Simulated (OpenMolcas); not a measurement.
# Ir6+ in a point-charge field

Ir6+ among 6 point charges of -1 e arranged as an octahedron (Oh), 2.12 Å from the ion.

```
Program             : OpenMolcas
Method              : CASSCF
Basis               : ANO-RCC-VDZP [7s6p4d2f]
Scalar Hamiltonian  : DKH2, point nucleus
Active space        : 3 electrons in 5 orbitals (5d)
State averaging     : 2S+1 = 4 even, 10 roots; 2S+1 = 2 even, 40 roots
Spin-orbit coupling : RASSI with atomic mean-field integrals over the reference wave functions
```

The lowest spin-free states (labels of O, the rotations of Oh), above the lowest:

```
State  Degeneracy  E (cm-1)  Free-ion L (%)
  4A2           1       0.0         F (100)
  4T2           3      2694         F (100)
  4T1           3      4762          F (99)
   2E           2     17608          G (85)
  4T1           3     17852          P (99)
  2T1           3     18014          G (84)
  2A1           1     18675         G (100)
  2T2           3     19489          G (96)
  2T1           3     22713          H (55)
  2T2           3     23029          H (83)
   2E           2     24357          H (67)
  2T1           3     24899          H (50)
  2T1           3     25370          H (82)
  2T2           3     26833          D (80)
   2E           2     28135          D (64)
  2A2           1     37986         F (100)
  2T2           3     38350          F (99)
  2T1           3     39036          F (99)
   2E           2     59192         D (100)
  2T2           3     59774          D (99)
```

The lowest levels with spin-orbit coupling:

```
E (cm-1)  Degeneracy  Label      2S+1               g
     0.0           4     Γ8  4 (84 %)                
    7737           4     Γ8         4                
    8752           2     Γ7         4  1.31 1.31 1.31
   14194           2     Γ6  4 (85 %)  2.88 2.88 2.88
   14268           4     Γ8  4 (86 %)                
   14896           2     Γ7  4 (86 %)  3.20 3.20 3.20
   17760           4     Γ8  4 (56 %)                
   18277           4     Γ8  4 (55 %)                
   19371           2     Γ6  4 (56 %)  4.45 4.45 4.45
   20087           4     Γ8  4 (57 %)                
   22108           2     Γ6  4 (68 %)  2.12 2.12 2.12
   28456           4     Γ8  2 (73 %)                
   28687           2     Γ6  2 (81 %)  1.73 1.73 1.73
   29865           2     Γ7  2 (86 %)  2.75 2.75 2.75
   30153           4     Γ8  2 (64 %)                
   30568           4     Γ8  2 (75 %)                
   30935           2     Γ6  2 (68 %)  3.43 3.43 3.43
   31737           2     Γ7  4 (89 %)  2.58 2.58 2.58
   31784           4     Γ8  4 (88 %)                
   36442           4     Γ8  2 (57 %)
```

Powder χT (cm3 K/mol): 0.103 at 2 K, 0.103 at 10 K, 0.106 at 50 K, 0.108 at 100 K, 0.114 at 200 K, 0.119 at 300 K. The effective moment at 300 K is 2.828 √(χT) = 0.98 μB.

A least-squares ligand-field fit to the states below 45000 cm-1, each weighted by its degeneracy and with a free common offset, gives 10Dq = 2739 cm-1, B = 965 cm-1 and C = 4046 cm-1 (C/B = 4.19), with an rms deviation of 21 cm-1.

Spin-orbit coupling mixes the spin-free states strongly: the lowest level takes only 38 % from its leading state, 4T2, which lies 2694 cm-1 above the lowest spin-free state. Without dynamic correlation the repulsion within the d shell is too large (B by tens of per cent), so at a given field states of lower spin stand too high. This field is weak: 10Dq is about 2739 cm-1, while octahedral complexes of 5d ions of charge 3 and more, computed by the same method with explicit ligands, had a median near 35000 cm-1. Ground spin and moment need not be those of a real site. The ground term spreads over less than 5000 cm-1, several times less than with real ligands, so orbital moments are less quenched and χT lies further from the spin-only value than at real sites. Point charges carry no covalency, so the field is a model and not that of real ligands. No measured value stands beside these numbers.
